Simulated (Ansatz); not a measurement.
Species: C2H9ClSi2, net charge 0, singlet state. 
Geometry from a B3LYP-D3(BJ)/def2-TZVP (Ansatz, a program for electronic structure) optimisation:
SMILES: C[SiH](C)[SiH2]Cl
```xyz
14

C     -1.6376     1.6539    -0.3761
Si    -0.9293     0.0330    -1.0087
C     -1.8436    -1.4411    -0.2874
Si     1.3277    -0.0996    -0.3901
Cl     1.3901    -0.0439     1.6987
H     -2.7001     1.7317    -0.6167
H     -1.1270     2.5106    -0.8191
H     -1.5291     1.7199     0.7081
H     -0.9997    -0.0050    -2.4953
H     -2.9080    -1.3911    -0.5272
H     -1.4527    -2.3817    -0.6789
H     -1.7407    -1.4590     0.7992
H      1.9881    -1.3595    -0.8065
H      2.1476     1.0360    -0.8751
```

Total electronic energies in hartree. Valence correlation only, unless marked. Spin-orbit coupling is left out. No relativistic terms. Basis-set limits of correlation are two-point, X^-3; Hartree-Fock from the larger set.

| level | program | energy (Eh) |
|---|---|---|
| HF/cc-pV(T+d)Z | Ansatz | -1118.49634 |
| HF/cc-pwCVTZ | Ansatz | -1118.49824 |
| HF/cc-pV(Q+d)Z | Ansatz | -1118.51150 |
| RI-HF/cc-pV(T+d)Z | Ansatz | -1118.49626 |
| revPBE-D3(BJ)/def2-TZVPD | Ansatz + dftd3 | ? |
| PBE0/def2-SVP | Ansatz | ? |
| PBE0-D3(BJ)/def2-TZVP | Ansatz + dftd3 | -1120.45989 |
| BHLYP/def2-TZVPD | Ansatz | -1120.89329 |
| r2SCAN0/def2-TZVPD | Ansatz | -1120.79638 |
| HSE06-D4/def2-TZVPD | Ansatz + dftd4 | -1120.43290 |
| B2PLYP-D3(BJ)/def2-TZVPD | Ansatz + dftd3 | -1120.49519 |
| RI-MP2/CBS(cc-pV(T+d)Z,cc-pV(Q+d)Z) | Ansatz | -1119.4115 |
| CCSD(T)/STO-3G | Ansatz | -1106.20217 |
| CCSD(T)/cc-pV(T+d)Z | Ansatz | -1119.40162 |
| CCSD(T)/CBS(cc-pV(T+d)Z,cc-pV(Q+d)Z) | Ansatz | -1119.5142 |

Question: What belongs in the gaps?

Answer: 
- revPBE-D3(BJ)/def2-TZVPD, energy (Eh): -1120.74386
- PBE0/def2-SVP, energy (Eh): -1119.99682
